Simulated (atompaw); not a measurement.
## What one change does to a pseudopotential (Cu (Z = 29), PAW (atompaw))

atompaw 4.2.0.5 input, output lines left out:

```
Cu 29
LDA-PW scalarrelativistic loggrid 1500 logderivrange -11 5 401
4 4 3 0 0 0
4 0 0
4 1 1
0 0 0
c
c
v
v
c
v
v
v
2
1.50 1.30 1.50 0.80
n
n
y
-0.2
n
custom polynom vanderbiltortho sinc
3 0 troulliermartins
1.30
1.50
1.05
1.20
1.50
1.50
```

Change: augmentation sinc compensation charge, radius 1.30 bohr; PAW radius 1.50 bohr; waves and projectors: modrrkj vanderbiltortho.

Cutoffs: the cutoffs (Ry, on a coarse ladder) from which the occupation-weighted sum of valence levels, in a spherical-Bessel basis at the reference potential, stays within 10 and 1 mRy of its value at 400 Ry; they do not see the model core or the augmentation charge, which bear on the density cutoff.

What does the change do?

The potential gets neither clearly harder nor softer (100 Ry and 160 Ry → 100 Ry and 160 Ry); neither file shows a bound ghost.

```tsv
quantity	base	changed
cutoff, loose	100 Ry	100 Ry
cutoff, tight	160 Ry	160 Ry
loose cutoff by channel (10 mRy a level)	s 30 Ry, p 60 Ry, d 40 Ry	s 30 Ry, p 55 Ry, d 35 Ry
bound ghosts	none	none
s: phases at 1.51 bohr within 0.05 rad from the reference energy up to (Ry; the scan ends near 5)	to the end of the scan	to the end of the scan
p: phases at 1.51 bohr within 0.05 rad from the reference energy up to (Ry; the scan ends near 5)	to the end of the scan	to the end of the scan
d: phases at 1.51 bohr within 0.05 rad from the reference energy up to (Ry; the scan ends near 5)	to the end of the scan	4.7
lowest overlap eigenvalue by channel	s 0.72, p 0.72, d 0.96	s 0.81, p 0.81, d 0.00
```

 The cutoffs see the waves, projectors and local potential, not the compensation charge or the core.
